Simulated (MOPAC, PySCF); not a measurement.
C2H5NOSi, SMILES `N#CC[SiH2]O`, neutral singlet in the gas phase. 

Cartesian coordinates (Å):
SMILES: N#CC[SiH2]O
```xyz
10

N      2.2144     1.3050    -0.4951
C      1.6005     0.4417    -0.0434
C      0.7364    -0.5877     0.4810
Si    -1.0084    -0.3250    -0.2255
O     -1.4906     1.2196     0.0265
H      0.7074    -0.5261     1.5722
H      1.1118    -1.5768     0.2027
H     -0.9542    -0.6781    -1.6669
H     -1.9564    -1.1953     0.5046
H     -0.9608     1.9227    -0.3561
```
Charge 0, multiplicity 1.

All levels are single points at this geometry (PBE0-D4/def2-TZVP); Pople sets use spherical d functions. Orbital energies aren't observables, and empty levels follow the basis.

B3LYP-D3(BJ)/def2-TZVP in PySCF gives dipole (D) = 2.90.

### Question
Estimate the dipole (D) from each of these levels: PBE-D3(BJ)/def2-TZVP in PySCF; PBE0-D4/def2-TZVP in PySCF; B3LYP/3-21G in PySCF; B3LYP/6-31G* in PySCF; B3LYP/LANL2DZ in PySCF; BP86/6-31G* in PySCF; SVWN5/6-31G* in PySCF; HF/3-21G in PySCF; AM1 in MOPAC; PM3 in MOPAC; PM6 in MOPAC; PM7 in MOPAC.

### Answer

| level | dipole (D) |
|---|---|
| PBE-D3(BJ)/def2-TZVP in PySCF | 2.82 |
| PBE0-D4/def2-TZVP in PySCF | 2.90 |
| B3LYP/3-21G in PySCF | 2.29 |
| B3LYP/6-31G* in PySCF | 2.63 |
| B3LYP/LANL2DZ in PySCF | 2.94 |
| BP86/6-31G* in PySCF | 2.56 |
| SVWN5/6-31G* in PySCF | 2.61 |
| HF/3-21G in PySCF | 2.68 |
| AM1 in MOPAC | 2.16 |
| PM3 in MOPAC | 2.82 |
| PM6 in MOPAC | 2.49 |
| PM7 in MOPAC | 3.19 |
